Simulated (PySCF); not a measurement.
Dipole moment and polarisability across levels of theory

Compound: potassium fluoride, KF.
Z-matrix (Å and degrees, PBE0-D3(BJ)/def2-SVP geometry), rows numbered from 1:
```
F 
K   1  2.1376
```

PySCF, dipoles from the SCF density, polarisabilities from static response with core orbitals frozen. Geometry: PBE0-D3(BJ)/def2-SVP; no solvent, vibrations or thermal averaging.

Q: Compare the levels for these properties.

A: 

| level | μ (D) | error (%) | α (Å³) | anisotropy (Å³) |
| --- | --- | --- | --- | --- |
| LDA/def2-SVPD | 8.388 | -2.0 | 2.88 | 1.48 |
| PBE/def2-SVPD | 8.383 | -2.0 | 3.00 | 1.70 |
| B3LYP/def2-SVPD | 8.575 | +0.2 | 2.49 | 0.97 |
| PBE0/def2-SVPD | 8.591 | +0.4 | 2.37 | 0.82 |
| BHandHLYP/def2-SVPD | 8.719 | +1.9 | 2.10 | 0.55 |
| CAM-B3LYP/def2-SVPD | 8.659 | +1.2 | 2.32 | 0.67 |
| wB97X-D/def2-SVPD | 8.687 | +1.5 | 2.27 | 0.56 |
| LC-wPBE/def2-SVPD | 8.705 | +1.7 | 2.23 | 0.49 |
| HF/def2-SVPD | 8.862 | +3.6 | 1.80 | 0.32 |
| PBE0/def2-SVP | 7.777 | -9.1 | 2.24 | 0.90 |
| PBE0/6-31G* | 7.610 | -11.1 | 2.63 | 0.85 |
| PBE0/def2-TZVP | 8.272 | -3.3 | 2.19 | 0.89 |
| PBE0/def2-TZVPD | 8.380 | -2.1 | 2.55 | 0.97 |

Reference dipole: 8.558 D (measured, gas; NIST CCCBDB Release 22 (SRD 101), experimental dipoles). Reference dipole: 8.593 D (measured, gas; Liu, Meijer, Perez-Rios, Phys. Chem. Chem. Phys. 22 (2020) 24191). Errors are taken against the first value of each kind. The anisotropy is √(½[(α1 − α2)² + (α2 − α3)² + (α3 − α1)²]). For the dipole, the smallest error is 0.2% (B3LYP/def2-SVPD) and the largest 11.1% (PBE0/6-31G*). The dipole runs from 7.61 D (PBE0/6-31G*) to 8.86 D (HF/def2-SVPD). No reference polarisability is at hand; against PBE0 in the largest diffuse basis at hand (def2-TZVPD) the other PBE0 rows deviate by def2-SVP -12%, 6-31G* +3%, def2-SVPD -7%, def2-TZVP -14%. In one basis (def2-SVPD) the functionals order the polarisability from HF (lowest) to PBE (highest), a spread of 67%. With PBE0 the polarisability is 2.35 Å³ without diffuse functions (mean of def2-SVP, 6-31G* and def2-TZVP) and 2.46 Å³ with them (mean of def2-SVPD and def2-TZVPD). Measured values can belong to vibrating molecules; the computed ones are for one fixed geometry.
